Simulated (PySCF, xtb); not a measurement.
TiCl₃, SMILES [Cl][Ti+]([Cl])[Cl], charge +1, multiplicity 1.

GFN2-xTB (xtb) at its own geometry gives an orbital gap of 2.14 eV.

Geometry optimised at PBE0-D3(BJ)/def2-SVP. The multiplicity is an assumed one; other spin states were not compared. The isomer is the one that the SMILES or the coordinates give; other isomers of the formula were not compared.

What does CAM-B3LYP/def2-TZVPD in PySCF give? (An estimate is asked for; the answer gives what the named calculation found.)

gap 7.21 eV (levels -16.14 and -8.94 eV).
